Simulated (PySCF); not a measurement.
**Correlation energy of Tl⁻ (thallium, charge -1)**

[Xe] 4f14 5d10 6s2 6p2, high-spin 3P determinant. Calculation: PySCF 2.14, in aug-cc-pwCVDZ-PP with ECP60MDF (6s5p4d1f, 48 functions); scalar relativity through the core potential. Frozen: 5s2 5p6 5d10; 4 electrons correlated.

```csv
level,correlation energy (mhartree)
CCSD,-43.20
(T),-1.05
CCSD(T),-44.25
CCSDT,-44.60
```

Diagnostics: T1 = 0.011, D1 = 0.0266, largest double amplitude 0.087.

Spin-orbit coupling is strong in this species (close to jj coupling), so the high-spin LS determinant is a model state, not a physical level.

Cost of the coupled-cluster step: roughly 1.9 core-seconds, for 4 correlated electrons.

Iterations:

```
CC2 = 0
CCSD nocc = (np.int64(3), np.int64(1)), nmo = (39, 39)
frozen orbitals [[0, 1, 2, 3, 4, 5, 6, 7, 8], [0, 1, 2, 3, 4, 5, 6, 7, 8]]
max_cycle = 100
direct = 0
conv_tol = 1e-08
conv_tol_normt = 1e-06
diis_space = 8
diis_start_cycle = 0
Init t2, MP2 energy = -0.0322806892903409
Init E_corr(UCCSD) = -0.0322806893990326
cycle = 1  E_corr(UCCSD) = -0.0398469033693385  dE = -0.00756621397  norm(t1,t2) = 0.0523953
cycle = 2  E_corr(UCCSD) = -0.041995173876062  dE = -0.00214827051  norm(t1,t2) = 0.0200148
cycle = 3  E_corr(UCCSD) = -0.0432177252933036  dE = -0.00122255142  norm(t1,t2) = 0.00927953
cycle = 4  E_corr(UCCSD) = -0.043191710918985  dE = 2.60143743e-05  norm(t1,t2) = 0.00244662
cycle = 5  E_corr(UCCSD) = -0.0432027218038464  dE = -1.10108849e-05  norm(t1,t2) = 0.000712257
cycle = 6  E_corr(UCCSD) = -0.0431952920518624  dE = 7.42975198e-06  norm(t1,t2) = 0.00018708
cycle = 7  E_corr(UCCSD) = -0.0431993929967765  dE = -4.10094491e-06  norm(t1,t2) = 4.3032e-05
cycle = 8  E_corr(UCCSD) = -0.0431980342330292  dE = 1.35876375e-06  norm(t1,t2) = 1.11045e-05
cycle = 9  E_corr(UCCSD) = -0.0431982616159018  dE = -2.27382873e-07  norm(t1,t2) = 2.38225e-06
cycle = 10  E_corr(UCCSD) = -0.0431982385421032  dE = 2.30737986e-08  norm(t1,t2) = 5.57902e-07
cycle = 11  E_corr(UCCSD) = -0.0431982379511321  dE = 5.90971092e-10  norm(t1,t2) = 1.59986e-07
UCCSD converged
E(UCCSD) = -171.5557588311122  E_corr = -0.04319823795113214
UCCSD(T) correction = -0.00105152784632983
```

Spin-orbit coupling is strong in this species, so the high-spin LS determinant is a model state.
